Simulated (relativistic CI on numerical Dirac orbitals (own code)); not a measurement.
One change at a time: Bi72+

Base calculation: Dirac-Coulomb-Breit CI, orbitals from a KLI potential per configuration, QED by a radiative potential, unscaled Slater integrals.

Configurations in the expansion (outside the closed core [Ne]): 3s, 3p, 3d, 4s, 4p, 4d, 4f, 5s, 5p, 5d, 5f, 5g, 6s, 6p, 6d. Levels of other configurations are missing.

The lowest level and the first level of each name with at least 55 % of one term (blank where a level has no safe partner in the second run):

```
     Level  Base (eV)  Shift (eV)
 3s 2S_1/2       0.00        0.00
3p 2P°_1/2     192.41       -6.43
3p 2P°_3/2     840.46       +0.35
 3d 2D_3/2    1055.65       +2.29
 3d 2D_5/2    1199.52       +5.94
 4s 2S_1/2    4312.59       +5.72
4p 2P°_1/2    4391.74       +3.18
4p 2P°_3/2    4657.24       +5.74
 4d 2D_3/2    4738.82       +6.74
 4d 2D_5/2    4800.96       +8.12
4f 2F°_5/2    4842.77       +9.07
4f 2F°_7/2    4870.22       +9.27
 5s 2S_1/2    6226.64       +7.57
5p 2P°_1/2    6266.23       +6.32
5p 2P°_3/2    6399.63       +7.56
 5d 2D_3/2    6439.52       +8.10
 5d 2D_5/2    6471.54       +8.76
5f 2F°_5/2    6492.32       +9.15
5f 2F°_7/2    6506.44       +9.29
 5g 2G_7/2    6509.29       +9.32
 5g 2G_9/2    6517.64       +9.33
 6s 2S_1/2    7238.46       +8.34
```

At this charge energies of transitions that change n are usually good to better than 1 %, and those within a shell (Δn = 0) to a few per cent.

**Question.** One thing was changed in a second run, which moved the levels as shown. Which?
A. valence Slater integrals scaled by 0.9
B. configuration mixing switched off
C. Breit term removed
D. QED terms removed

**Answer.** C. Breit term removed. The Breit term mainly narrows fine-structure intervals, so removing it widens them.
